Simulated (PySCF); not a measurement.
NICS in isomers of C6H8N2.

Definitions: NICS(0) = −σiso at the ring centroid; NICS(1) = −σiso and NICS(1)zz = −σzz at ±1 Å along the ring normal z. Level: GIAO PBE0/pcSseg-1 (PySCF, non-relativistic, gas phase) on the GFN2-xTB geometries, one conformer each. Atom numbers follow the mapped SMILES.

Question: Order these rings by mean NICS(1)zz, lowest (most negative) first (ppm).
A. ring C4–C7–C8 in `[CH2:1]=[N:2][CH2:3][C:4]1([C:5]#[N:6])[CH2:7][CH2:8]1`
B. ring C4–C5–N6–C7–C8 in `[N:1]#[C:2][CH2:3][C@H:4]1[CH:5]=[N:6][CH2:7][CH2:8]1`
C. ring C3–N4–C5–C6–C7–N8 in `[CH3:1][CH2:2][c:3]1[n:4][cH:5][cH:6][cH:7][n:8]1`
D. ring C2–C3–N4–N5–C6–C7 in `[CH3:1][c:2]1[cH:3][n:4][n:5][cH:6][c:7]1[CH3:8]`

Answer: D (-28.0), C (-26.6), A (-22.1), B (-5.6).

```csv
SMILES,ring,NICS(0),NICS(1),NICS(1)zz,HOMA,rms pucker (Å),ring atoms with four or more neighbours
Cc1cnncc1C,6-membered ring with 2 N; formal bonds all aromatic,-5.9,-11.6,-28.0,0.98,0.00,0
CCc1ncccn1,6-membered ring with 2 N; formal bonds all aromatic,-5.9,-10.8,-26.6,0.99,0.00,0
C=NCC1(C#N)CC1,3-membered carbocycle; formal bonds all single,-43.4,-8.3,-22.1,–,0.00,3
N#CC[C@H]1C=NCC1,"5-membered ring with N; formal bonds 1 double, 4 single",-1.8,-3.8,-5.6,–,0.02,3
```

NICS(0) gives another order. The isotropic NICS(1) gives the same order. HOMA uses Krygowski's 1993 parameters; it is left out where a ring has a four-coordinate atom, a triple bond, no multiple bond or a kind of bond without parameters. NICS(1) and NICS(1)zz are means over the two faces.
